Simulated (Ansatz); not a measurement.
`[BH3-]C#[N+]C` → `BCN=C`  (isomerisation)

Isolated molecules relaxed with PBE0-D4/def2-TZVP in Ansatz; ΔE leaves out vibrations. CCSD(T)/CBS adds triple-zeta CCSD(T) − MP2 to the extrapolated MP2 energy (def2 sets, frozen cores). Functionals use def2-TZVPP. One conformer a species, not always the lowest.

| level | ΔE (kJ/mol) |
| --- | --- |
| PBE0-D4 | 51.4 |
| BHLYP-D4 | 37.5 |
| ωB97M-V | 44.8 |
| MP2/def2-QZVPP | 46.0 |

Q: What does CCSD(T)/CBS give? (Estimate.)

A: Computed: +37.3 kJ/mol. The listed levels differ from it by 14.1, 0.2, 7.5, 8.7 kJ/mol.

Q: What do rigid-rotor, harmonic-oscillator terms from PBE0-D4/def2-TZVP frequencies (298.15 K, 1 bar) make of the CCSD(T)/CBS value? (Best estimate.)

A: Computed: ΔZPE = +3.4 kJ/mol, ΔH = +38.6 kJ/mol, ΔS = -11 J/(mol·K), ΔG = +41.8 kJ/mol. Modes under 50 cm⁻¹ make the entropy rough.

Largest T1 diagnostic among the species: 0.014.

In def2-TZVPP, CCSD(T) changes the Hartree–Fock value by +16.9 kJ/mol (the triples alone add +4.3 kJ/mol) and MP2 by +24.7 kJ/mol. From PBE to PBE0 (25 % exact exchange), in def2-TZVPP and without D4, ΔE moves by −11.8 kJ/mol.
